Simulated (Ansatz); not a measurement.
CH₆InN, SMILES `C[NH][InH2]`. The species carries charge 0 and has multiplicity 1. In: def2 effective core potential. The structure was optimised at the PBE0-D4/def2-TZVP level.

```xyz
9

C     0.218   -0.388    1.261
N     0.241    0.527    0.146
In   -0.418    0.214   -1.727
H    -0.228   -1.338    0.957
H    -0.376   -0.012    2.105
H     1.223   -0.614    1.643
H     0.646    1.419    0.385
H    -0.228    1.538   -2.794
H    -1.078   -1.347   -1.975
```

(1) What is the dipole moment at PBE/def2-TZVPP? (Estimate.)

(2) And with r2SCAN, B3LYP, ωB97M-V? (Best estimate.)

(3) Give the Mulliken charges with PBE, ωB97M-V, B3LYP in def2-TZVPP. (Best estimate.)

Answers

(1) The calculation gave: 0.71 D, with components (0.27, 0.26, 0.60) D in this frame, pointing from negative to positive charge.

(2) The calculation gave: r2SCAN 0.58 D, B3LYP 0.52 D, ωB97M-V 0.36 D.

(3) Ansatz gave: 
```csv
atom,PBE,ωB97M-V,B3LYP
C1,-0.16,-0.20,-0.15
N2,-0.38,-0.44,-0.43
In3,0.41,0.43,0.49
H4,0.08,0.09,0.08
H5,0.09,0.11,0.09
H6,0.09,0.11,0.09
H7,0.14,0.11,0.12
H8,-0.13,-0.10,-0.14
H9,-0.13,-0.10,-0.15
```

B3LYP here is the variant with VWN-RPA as its local correlation; programs differ in this.
